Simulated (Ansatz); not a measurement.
Basis-set series for C6H8Cl2NNb (`C[N]=[Nb]1234([Cl])([Cl])[C@H]5[C@@H]1[C@@H]2[C@@H]3[C@H]54`). Total charge 0; spin multiplicity 1. Nb takes the def2 core potential. The structure was optimised at the PBE0-D4/def2-TZVP level.

```csv
functional,basis,functions,energy (Eh),HOMO (eV),LUMO (eV)
PBE0-D4,def2-SVP,205,-1264.63973,-7.12,-2.09
PBE0-D4,def2-QZVPP,860,-1265.32764,-7.12,-2.14
ωB97M-V,def2-SVP,205,-1265.01255,-9.19,-0.01
ωB97M-V,def2-QZVPP,860,-1265.70842,-9.21,-0.13
```

(1) Give the rows for def2-TZVPP. (An estimate is asked.)

## Answers

(1) Computed: 
```json
{"functional": "PBE0-D4", "basis": "def2-TZVPP", "functions": "469", "energy (Eh)": "-1265.28213", "HOMO (eV)": "-7.11", "LUMO (eV)": "-2.13"}
{"functional": "ωB97M-V", "basis": "def2-TZVPP", "functions": "469", "energy (Eh)": "-1265.66490", "HOMO (eV)": "-9.20", "LUMO (eV)": "-0.10"}
```
